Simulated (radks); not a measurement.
Question: W I, 74 electrons, occupied as [Xe] 4f14 5d4 6s2. Method: Dirac Kohn-Sham, LDA (Slater exchange, Perdew-Wang correlation), spin-unpolarised, spherical densities, point nucleus; open shells fill j = l - 1/2 first; computed with a radial shooting solver on a logarithmic mesh with Libxc functionals. Some entries of the table are withheld. Estimate them.

| orbital | occ. | eigenvalue (hartree) | <r> (bohr) | <1/r> (bohr^-1) |
|---|---|---|---|---|
| 1s1/2 | 2 | -2548.230 | 0.01835 | 87.06 |
| 2s1/2 | 2 | -439.5446 | (1) | 21.18 |
| 2p1/2 | 2 | -420.4316 | 0.06367 | 21.15 |
| 2p3/2 | 4 | -370.7688 | 0.07163 | 17.76 |
| 3s1/2 | 2 | -101.1882 | 0.2007 | 7.771 |
| 3p1/2 | 2 | -92.66346 | 0.1907 | 7.689 |
| 3p3/2 | 4 | -81.92745 | 0.2054 | 6.813 |
| 3d3/2 | 4 | -67.53390 | 0.1797 | 6.709 |
| 3d5/2 | 6 | -65.19741 | 0.1843 | 6.503 |
| 4s1/2 | 2 | -20.83194 | 0.4497 | 3.270 |
| 4p1/2 | 2 | -17.29847 | 0.4547 | 3.160 |
| 4p3/2 | 4 | -14.80156 | 0.4882 | 2.853 |
| 4d3/2 | 4 | -8.98973 | 0.5050 | 2.639 |
| 4d5/2 | 6 | -8.52968 | 0.5165 | 2.565 |
| 5s1/2 | 2 | -2.88815 | 1.068 | 1.266 |
| 5p1/2 | 2 | -1.83924 | 1.178 | 1.134 |
| 5p3/2 | 4 | -1.47576 | 1.284 | 1.024 |
| 4f5/2 | 6 | (2) | 0.6032 | 2.101 |
| 4f7/2 | 8 | (3) | 0.6129 | 2.069 |
| 6s1/2 | 2 | -0.21298 | 3.179 | 0.3995 |
| 5d3/2 | 4 | -0.17823 | 2.037 | 0.6553 |
| 5d5/2 | 0 | -0.15184 | 2.140 | 0.6250 |

Answer: 
(1) 2s1/2 <r> (bohr): 0.07698
(2) 4f5/2 eigenvalue (hartree): -1.25088
(3) 4f7/2 eigenvalue (hartree): -1.16853
